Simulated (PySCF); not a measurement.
O₃Os, SMILES [Os](=[O])(=[O])=[O], multiplicity 1. The structure is a stationary point at PBE-D3(BJ)/def2-TZVP. The multiplicity is an assumed one; other spin states were not compared. The def2 effective core potentials stand for the cores of Os; spin–orbit coupling is left out.

Level of theory: PySCF with PBE-D3(BJ)/def2-TZVP.

Harmonic wavenumbers (cm⁻¹): 116, 298, 298, 973, 973, 1004. Rotational constants (GHz): 7.227, 7.227, 3.614; symmetry number 6.

Work out the zero-point energy and the ideal-gas rigid-rotor harmonic-oscillator thermochemistry at 298.15 K and 1 atm.

ZPE = ½ Σ hcν = ½ × 3662 cm⁻¹ = 21.91 kJ/mol. H − E(el) = 36.20 kJ/mol. Entropy in J/(mol K): translation 177.01, rotation 89.48, vibration 26.46, total 292.95. G − E(el) = -51.14 kJ/mol. Cp = 60.37 J/(mol K). Modes under 150 cm⁻¹ make the vibrational entropy uncertain.
